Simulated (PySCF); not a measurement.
**Static response to an electric field**

C5H13AsGe.
Structure used (PBE0-D3(BJ)/def2-SVP), in Å, numbered top down from 1:
```xyz
20
C5H13AsGe angstrom
As     2.742   -0.325    0.983
Ge     1.423   -0.991   -0.949
C     -0.473   -0.489   -0.811
C     -1.210   -1.147    0.369
C     -2.305   -0.145    0.726
C     -1.586    1.194    0.594
C     -0.712    1.037   -0.659
H      1.694   -0.838    1.968
H      2.143    1.080    0.991
H      2.065   -0.322   -2.184
H      1.571   -2.522   -1.094
H     -0.928   -0.836   -1.754
H     -0.538   -1.263    1.238
H     -1.588   -2.151    0.123
H     -3.127   -0.208   -0.009
H     -2.742   -0.312    1.722
H     -0.945    1.349    1.479
H     -2.268    2.056    0.535
H      0.219    1.620   -0.572
H     -1.233    1.424   -1.549
```

Level: B3LYP/def2-SVPD (PySCF), static field, nuclei fixed, core orbitals frozen in the response. The polarisability tensor in these axes (au):

```
x   138.90  -3.65   4.76
y    -3.65 112.51   5.42
z     4.76   5.42 120.25
```

Problem. What are the eigenvalues, a third of the trace, and Δα (Δα² = ½Σ(αi − αj)² over the three pairs)?

Solution. Principal values 108.73, 122.69 and 140.24 au; mean 123.89 au = 18.36 Å³ = 20.43 × 10⁻⁴⁰ C²·m²/J; Δα = 27.35 au (22 % of the mean).

Problem. What is the dipole moment, and where does it point?

Solution. (-1.43, 0.22, -0.17) D, 1.46 D in size, pointing from the negative to the positive side. Measured along this direction, the outermost atoms are As1 at the negative end and H15 at the positive end.

Problem. Give the principal axes and the span of the nuclei along them.

Solution. Largest value along (0.97, -0.09, 0.21), where the nuclei span 5.93 Å; middle along (-0.14, 0.50, 0.85), 4.49 Å; least along (0.18, 0.86, -0.48), 3.94 Å. The response follows the extents in order.

Problem. What are the principal values of the traceless quadrupole moment, Θ = ½Σq(3rr − r²1), about the centre of nuclear charge?

Solution. -1.75, 0.30, 1.45 D·Å. The values depend on the origin, since the dipole doesn't vanish. The electronic extent ⟨r²⟩ about the same centre is 1958 bohr², a root-mean-square distance of 2.25 Å for the 108 electrons.

Problem. Refractivity n − 1 of an ideal gas of it at 298.15 K and 1 atm, from the electronic α?

Solution. N = p/kT = 2.4615 × 10¹⁹ cm⁻³, so n − 1 = 2π × N × 18.36 × 10⁻²⁴ cm³ = 2839 × 10⁻⁶ at long wavelengths, for an ideal gas.

Problem. Sum over states: ᾱ = Σ f/ω², ω in Eh. What share falls to these 10 lowest TDDFT singlets (eV, f)? 6.03, 0.1051; 6.13, 0.0115; 6.21, 0.1162; 6.69, 0.0711; 6.94, 0.0138; 7.04, 0.0723; 7.16, 0.0415; 7.26, 0.0027; 7.29, 0.0014; 7.40, 0.0106.

Solution. They add up to 7.87 au, 6.4 % of the 123.89 au; the largest single term is 2.23 au, from the state at 6.21 eV. Terms in order: 2.14, 0.23, 2.23, 1.18, 0.21, 1.08, 0.60, 0.04, 0.02, 0.14 au. Higher excitations give the rest. The strengths listed sum to 0.446.

Problem. Find the Langevin capture rate constant for H3+ (3.023 u) meeting this molecule (221.944 u), k = 2.342 × 10⁻⁹ cm³/s × √(α in Å³ / reduced mass in u).

Solution. The reduced mass is 2.98 u, so k = 5.81 × 10⁻⁹ cm³/s. The formula leaves out the permanent dipole, which adds to the capture rate.

The structure is a single PBE0-D3(BJ)/def2-SVP conformer in the gas phase; no vibrational or solvent corrections. The calculation is non-relativistic, for germanium and arsenic too.
